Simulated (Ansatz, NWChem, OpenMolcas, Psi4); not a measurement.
# How basis sets differ on AlBNH4F (SMILES [NH2][AlH][BH]F)

AlBNH4F has 8 atoms, charge 0, and is taken as a singlet. SMILES: `[NH2][AlH][BH]F`. The coordinates come from a PBE0-D4/def2-TZVP relaxation. This is one conformer, not always the lowest.

Quantity: the HOMO–LUMO gap, in eV. The values are calculated.

```json
{"level": "HF/ANO-R0 (sfX2C)", "kind": "Hartree–Fock", "program": "OpenMolcas", "value (eV)": "11.07", "CPU time": "6 s"}
{"level": "HF/ANO-RCC-MB (DKH2)", "kind": "Hartree–Fock", "program": "OpenMolcas", "value (eV)": "11.79", "CPU time": "3.9 s"}
{"level": "HF/STO-3G", "kind": "Hartree–Fock", "program": "Ansatz", "value (eV)": "14.52", "CPU time": "0.23 s"}
{"level": "HF/3-21G", "kind": "Hartree–Fock", "program": "Ansatz", "value (eV)": "11.35", "CPU time": "0.54 s"}
{"level": "HF/def2-SVP", "kind": "Hartree–Fock", "program": "NWChem", "value (eV)": "11.40", "CPU time": "17 s"}
{"level": "HF/def2-SVP (density fitting)", "kind": "Hartree–Fock", "program": "Psi4", "value (eV)": "11.40", "CPU time": "1.9 s"}
{"level": "HF/def2-SVPD", "kind": "Hartree–Fock", "program": "Ansatz", "value (eV)": "11.28", "CPU time": "5.2 s"}
```

The values span 11.07 to 14.52 eV. A Hartree–Fock LUMO above zero doesn't converge with the basis: it sinks as sets grow more diffuse. Orbital gaps aren't excitation energies. Times are those of the runs behind each value, whatever else they computed, on shared processors of several kinds: orders of magnitude only.
